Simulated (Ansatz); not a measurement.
The same ligand exchange along the group Si, Ge, Sn.

Isolated molecules relaxed with PBE0-D4/def2-TZVP in Ansatz; ΔE leaves out vibrations. CCSD(T)/CBS is the MP2 limit (def2-TZVPP, def2-QZVPP) plus CCSD(T) − MP2 in def2-TZVPP, frozen cores. Small cases extrapolate CCSD(T) itself. Functionals use def2-TZVPP. Elements past krypton have def2 core potentials. For Ge, Sn outer-core shells are correlated without core-valence functions, which leaves a few kJ/mol of doubt a bond. Scalar relativity is left out up to krypton. Each species was taken in one conformer, which may not be the lowest.

```csv
reaction,CCSD(T)/CBS(def2) (kJ/mol)
`F[Si]S` + HCl → `S[Si]Cl` + H–F,?
`[F][Ge][SH]` + HCl → `[SH][Ge][Cl]` + H–F,-13
`[F][Sn][SH]` + HCl → `[SH][Sn][Cl]` + H–F,-34
```

Q: Fill in the missing values. (An estimate is asked.)

A: Computed: `F[Si]S` + HCl → `S[Si]Cl` + H–F: +24.4 kJ/mol.

Largest T1 diagnostic: 0.016, for `[F][Sn][SH]`.

Extrapolated directly: `F[Si]S` + HCl → `S[Si]Cl` + H–F.
